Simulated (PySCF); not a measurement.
**Excitation energy of Hf by level of theory**

Hf [Xe] 4f14 5d2 6s2 (3F) → Hf [Xe] 4f14 5d1 6s2 6p1 (high-spin determinant), as a difference of total energies. All numbers are calculated (PySCF 2.14, scalar relativity by spin-free X2C-1e, in ANO-RCC-VTZP (8s7p5d3f2g1h, 104 functions)). Correlated levels: valence: [Xe] 4f14 frozen; valence and next inner shell: [Kr] 4d10 4f14 frozen. The calculations carry no spin-orbit coupling.

```csv
method,excitation energy (eV)
UHF,1.859
LDA,2.505
PBE,2.391
PBE0,2.303
r2SCAN,2.555
MP2 (valence),2.054
SCS-MP2 (valence),1.991
MP2 (valence and next inner shell),2.252
SCS-MP2 (valence and next inner shell),2.171
```

Problem. How much does correlation contribute at MP2 (valence and next inner shell)?

Solution. 2.252 − (1.859) = 0.393 eV, measured against UHF.

A first-order spin-orbit estimate (lowest level to lowest level, LS coupling) adds -0.166 eV.

The basis was made for the ground configuration and has no added diffuse functions, so the excitation energy can come out too high.

The determinant of the upper state mixes LS terms, which raises its energy above the lowest term, most at the Hartree-Fock and MP2 levels.
